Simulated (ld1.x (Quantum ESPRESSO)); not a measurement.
Br, ultrasoft: configuration errors across variants

Br (Z = 35), ultrasoft, made with ld1.x (Quantum ESPRESSO) 7.5 (LDA (PZ), fully relativistic). Core [Ar] 3d10, reference 4s2 4p5. Waves: 4s (bound): rcut 1.00, rcutus 1.35 bohr; 4s channel at 1.9 Ry: rcut 1.00, rcutus 1.35 bohr; 4p (bound): rcut 1.60, rcutus 1.85 bohr; 4p channel at 0.2 Ry: rcut 1.60, rcutus 1.85 bohr. Local part: all-electron potential smoothed inside 1.05 bohr (lloc = -1). Core correction: none. Augmentation charge: built from norm-conserving waves at rcut, not smoothed further.

Open shells are filled in proportion to 2j + 1 (rel_dist='average').

All-electron excitation energies from the reference (eV): (1) 4s2 4p4 12.714; (2) 4s2 4p3 35.664; (3) 4s2 4p2 69.893; (4) 4s2 4p4.5 5.153; (5) 4s1 4p6 12.408; (6) 4s2 4p5.3 -2.009; (7) 4s1 4p5 25.746.

6 further variants failed, have other tests or another functional or relativity, and are left out.

A true bound ghost makes a file unfit for plane-wave use even where its test errors are small: the radial tests pick states by their node count and pass the ghost by.

Errors AE − PS in meV (a dash: test not solved or not reliable):

```csv
change,(1),(2),(3),(4),(5),(6),(7),bound ghosts
base,+2.1,+16,+64,+0.4,+15,+0.1,+15,s
"wave 4p channel at 0.2 Ry: rcut 1.60, rcutus 1.85 bohr becomes 4p channel at -0.33 Ry: rcut 1.60, rcutus 1.85 bohr",+2.2,+17,+65,+0.4,+15,+0.1,+16,s
local potential all-electron potential smoothed inside 2.10 bohr (lloc = -1),+2.2,+17,+67,+0.4,+16,+0.1,+16,none
"type PAW; local potential all-electron potential smoothed inside 1.25 bohr (lloc = -2); core correction a·sin(br)/r model core, default radius (ld1.x builds one for every PAW set, though the input has nlcc=.false.); augmentation PSQ, inside the norm-conserving radii",-2.3,-17,-67,-0.4,-1.8,0.0,-9.4,not determined
core correction a·sin(br)/r model core inside 1.36 bohr,-0.7,-3.6,-11,-0.1,-6.6,-0.1,-11,s
```

Question: Give the same row for: local potential all-electron potential smoothed inside 1.70 bohr (lloc = -1).

Answer: +2.2, +17, +66, +0.4, +16, +0.1, +15; bound ghosts: none.
